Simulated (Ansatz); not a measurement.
BF2GeSi: where a starting geometry ends

The starting geometry of this gas-phase doublet was optimised with GFN2-xTB.

```csv
atom,x (Å),y (Å),z (Å)
B,0.3988,0.2274,2.0349
F,1.2874,-0.7706,2.0858
F,-0.7018,-0.1414,1.3616
Ge,0.7140,2.1284,2.7701
Si,-0.9078,1.5056,4.3198
```

Task: Where would you expect an optimisation with PBE0-D3(BJ)/def2-SVP to take it?

Result: It rearranges, giving a structure given below by its coordinates. Contacts that open: B1–Ge4 (2.06 → 2.76 Å). Contacts that close: B1–Si5 (2.93 → 2.04 Å).

The energy falls by 0.37 eV over 24 steps:

```json
{"step": "1", "E − E(last) (eV)": "0.370"}
{"step": "4", "E − E(last) (eV)": "0.264"}
{"step": "6", "E − E(last) (eV)": "0.237"}
{"step": "9", "E − E(last) (eV)": "0.237"}
{"step": "11", "E − E(last) (eV)": "0.236"}
{"step": "14", "E − E(last) (eV)": "0.236"}
{"step": "16", "E − E(last) (eV)": "0.232"}
{"step": "19", "E − E(last) (eV)": "0.021"}
{"step": "21", "E − E(last) (eV)": "0.002"}
{"step": "24", "E − E(last) (eV)": "0.000"}
```

Final geometry (Å):

```xyz
5

B     0.0731    0.0136    2.3113
F     1.1503   -0.7583    2.3582
F    -0.6787   -0.0877    1.2237
Ge    0.7580    2.6530    2.7652
Si   -0.5120    1.1288    3.9138
```

Frequencies at the end are all real (lowest 46 cm⁻¹). Open shells are spin-unrestricted. Run with Ansatz 0.2.0, 2.2 min on 2 threads of Arm Neoverse V2, on a shared host.
